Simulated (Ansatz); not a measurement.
Abridged output of a molecular run in Ansatz:

```
Functional definition: HF
1180 factors; integrals over basis functions are off by at most 7.8e-4 eV
mean field evaluation 1: about -71092.4147 eV, gradient 1.7e1 eV
mean field evaluation 2: about -71092.5726 eV, gradient 1.7e1 eV
mean field evaluation 4: about -71093.9493 eV, gradient 3.5e0 eV
mean field evaluation 8: about -71093.9847 eV, gradient 2.6e-1 eV
mean field -71093.98507108 eV, -2612.6557621284 hartree, gradient 3.0e-6 eV, S^2 0.000000; 0 other end points of the search recorded, 0 dependent functions left out
19 core orbitals not correlated: weight in the atoms' cores, before any rotation towards them, 1.000 or more for the frozen orbitals, at most 0.000 for the correlated occupied ones
reference -71093.98507108 eV, -2612.6557621284 hartree; 14, 14 occupied and 169, 169 virtual orbitals, 1180 factors
second order -14.60479229 eV of doubles, -0.00000000 eV of singles
cycle   1  -15.13959342 eV  change   -5.3e-1 eV  update   1.1e-1
cycle   2  -15.70789675 eV  change   -5.7e-1 eV  update   3.3e-2
cycle   3  -15.79415441 eV  change   -8.6e-2 eV  update   1.6e-2
cycle   4  -15.78773299 eV  change    6.4e-3 eV  update   3.8e-3
cycle   5  -15.78648504 eV  change    1.2e-3 eV  update   1.5e-3
cycle   6  -15.78606090 eV  change    4.2e-4 eV  update   5.0e-4
cycle   7  -15.78594538 eV  change    1.2e-4 eV  update   2.4e-4
cycle   8  -15.78598369 eV  change   -3.8e-5 eV  update   1.0e-4
cycle   9  -15.78601238 eV  change   -2.9e-5 eV  update   4.8e-5
cycle  10  -15.78599014 eV  change    2.2e-5 eV  update   1.8e-5
perturbative correction -0.64791057 eV, -0.0238102742 hartree
Total energy: -71110.41897179 eV, -2613.2596968401 hartree
```

Its atoms:

Z-matrix (Å, degrees):
```
Si
Ga 1 2.400
S 1 2.165 2 100.7
H 1 1.486 2 115.4 3 110.2
H 1 1.490 2 117.4 3 -120.5
H 2 1.574 1 117.7 3 69.5
H 2 1.570 1 122.5 3 -102.5
H 3 1.344 1 95.0 2 -58.5
```

(1) Which basis set was used?
A. def2-TZVPP
B. cc-pV(D+d)Z
C. cc-pV(Q+d)Z
D. def2-SVP

(2) Write the keys of the input that set method, charge and spin (a neutral closed shell needs none for the last two).

Answers

(1) A. It gives 202 functions.

(2) 
```yaml
correlation: {method: ccsd_t}
```
